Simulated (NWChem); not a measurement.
Species: CH₆GeO; SMILES [O]([GeH3])C

```xyz
9

Ge    -0.0002     0.7059     0.0000
O     -0.6577    -0.9739     0.0000
C      0.2610    -2.0463     0.0000
H     -1.2555     1.6040     0.0000
H      0.8691     0.9188     1.2740
H      0.8691     0.9188    -1.2740
H      0.9223    -2.0534     0.9011
H     -0.3134    -2.9969     0.0000
H      0.9223    -2.0534    -0.9011
```
Atoms are numbered in this order, from 1.

Computed with NWChem. Geometry: optimised at PBE-D3(BJ)/def2-SVP. Static field.

```
level                                  isotropic polarisability (bohr³)  anisotropy (bohr³)
-------------------------------------  --------------------------------  ------------------
PBE/def2-SVPD                                                      52.8                11.7
B3LYP/def2-SVPD                                                    51.0                10.4
LDA (Slater exchange, VWN5)/def2-SVPD                              53.9                11.7
```
